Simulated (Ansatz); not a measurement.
Basis-set extrapolation for `CB[SiH2]S` (PBE0-D4/def2-TZVP geometry, frozen core, Ansatz 0.2.0). Multiplicity 1, RHF reference.

|  | def2-TZVPP | def2-QZVPP |
| --- | --- | --- |
| HF | -753.148512 | -753.171814 |
| MP2 correlation | -0.579713 | -0.622552 |
| CCSD(T) correlation | -0.668857 | not run |

Energies in hartree. Use E(X) = E(∞) + A·exp(−7.88·√X) for Hartree–Fock and E(X) = E(∞) + B·X^(−2.97) for correlation, with X = 3 and 4, and add CCSD(T) minus MP2 of the smaller set to the MP2 limit.

**Question.** What is the CCSD(T) energy at the basis-set limit?

**Answer.** HF limit: -753.171814 + (-0.023302) × 0.13774 = -753.17502. MP2 limit: -0.622552 + (-0.042839) × 0.74074 = -0.65428. Higher-order term: -0.668857 − (-0.579713) = -0.08914. Total: -753.91844 hartree, 2.75 eV below CCSD(T)/def2-TZVPP.
